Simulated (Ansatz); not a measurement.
`[CH3][GaH][B]1CS1` + H₂ → `B1CS1` + `[CH3][GaH2]`  (hydrogenolysis of a B–Ga bond)

Computed with Ansatz on PBE0-D4/def2-TZVP structures; ΔE is electronic, products minus reactants. CCSD(T)/CBS is the MP2 limit (def2-TZVPP, def2-QZVPP) plus CCSD(T) − MP2 in def2-TZVPP, frozen cores. This one scheme is used for every species. DFT in def2-TZVPP. For Ga outer-core shells are correlated without core-valence functions, which leaves a few kJ/mol of doubt a bond. Scalar relativity is left out up to krypton. One conformer a species, not always the lowest.

(1) Is it downhill or uphill in electronic energy at CCSD(T)/CBS, and by how much? (Estimate.)

(2) What do these levels give: LDA (SPW92), revPBE-D4, B97M-V, BHLYP-D4, MP2/def2-SVP, SCS-MP2/def2-QZVPP? (Estimate.)

Largest T1 diagnostic among the species: 0.016.

Answers

(1) The calculation gave: Nearly level: ΔE = -1.1 kJ/mol.

(2) Computed: LDA (SPW92) -2.5, revPBE-D4 4.7, B97M-V -16.6, BHLYP-D4 -13.5, MP2/def2-SVP -11.6, SCS-MP2/def2-QZVPP -5.9 kJ/mol.

From r2SCAN to r2SCAN0 (25 % exact exchange), in def2-TZVPP and without D4, ΔE moves by −4.8 kJ/mol. The D4 term adds +10.0 kJ/mol with B3LYP and +5.8 kJ/mol with PBE0; it sums over pairs of atoms, weighted by their polarisabilities, and B3LYP, whose exchange is more repulsive, gets the larger term.

B3LYP here is the variant with VWN-RPA as its local correlation; programs differ in this.
